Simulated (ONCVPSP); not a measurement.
**Which change was made? (Pt, ONCV)**

* Element: platinum (Pt)
* Generator: ONCVPSP 4.0.1
* Type: optimised norm-conserving Vanderbilt (ONCV)
* Functional: LDA (Perdew-Wang 92)
* Relativity: scalar-relativistic
* Frozen core: [Kr] 4d10 4f14
* Valence charge: 18
* Reference configuration: 5s2 5p6 5d9 6s0.5 (charge +0.5)
* Partial waves: 5s+6s: rc 1.85 bohr, ncon 3, nbas 6, qcut 5.8 1/bohr, 2 projectors; 5p: rc 1.25 bohr, ncon 4, nbas 7, qcut 6.9 1/bohr, 2 projectors, debl 3 Ha; 5d: rc 2.25 bohr, ncon 5, nbas 10, qcut 7.6 1/bohr, 1 projector
* Local potential: polynomial inside 0.80 bohr (lpopt 1, dvloc0 4 Ha)
* Core correction: Teter function, fcfact 4.75, rcfact 1.3

Cutoffs, loose and tight: the cutoffs (Ha) at which the residual kinetic energy of the hardest occupied pseudo-wave falls to 1 and 0.1 mHa per electron. They do not see the model core or the augmentation charge, which bear on the density cutoff. Test errors are all-electron minus pseudo excitation energies from the reference, over the configurations 5s2 5p6 5d9 6s1; 5s2 5p6 5d9 6s0; 5s2 5p6 5d8 6s0; 5s2 5p6 5d8 6s1 6p1; variants that change the core or the reference have their own tests.

The base gives: outcome: generated; cutoff, loose: 78 Ha; cutoff, tight: 96 Ha; bound ghosts: s; GHOST(+) flags above zero: p; largest test error (meV): -2.9.

**Question.** After one change the result is: outcome: generated; cutoff, loose: 78 Ha; cutoff, tight: 96 Ha; bound ghosts: s; GHOST(+) flags above zero: p; largest test error (meV): -18. Which change was it?
A. non-relativistic
B. all radii but the core radius scaled by about 0.93 (s 1.72, p 1.16, d 2.08 bohr); local potential polynomial inside 0.74 bohr (lpopt 1, dvloc0 4 Ha)
C. core correction Teter function, fcfact 4.75, rcfact 1.88
D. s: qcut 6.8; p: qcut 8; d: qcut 8.9

**Answer.** C. The others give: non-relativistic → outcome: generated; cutoff, loose: 77 Ha; cutoff, tight: 95 Ha; bound ghosts: s; GHOST(+) flags above zero: p; largest test error (meV): +2.3 | all radii but the core radius scaled by about 0.93 (s 1.72, p 1.16, d 2.08 bohr); local potential polynomial inside 0.74 bohr (lpopt 1, dvloc0 4 Ha) → outcome: generated; cutoff, loose: 96 Ha; cutoff, tight: 114 Ha; bound ghosts: s; GHOST(+) flags above zero: p; largest test error (meV): +2.7 | s: qcut 6.8; p: qcut 8; d: qcut 8.9 → outcome: generated; cutoff, loose: 35 Ha; cutoff, tight: 88 Ha; bound ghosts: s; GHOST(+) flags above zero: p; largest test error (meV): -2.5.
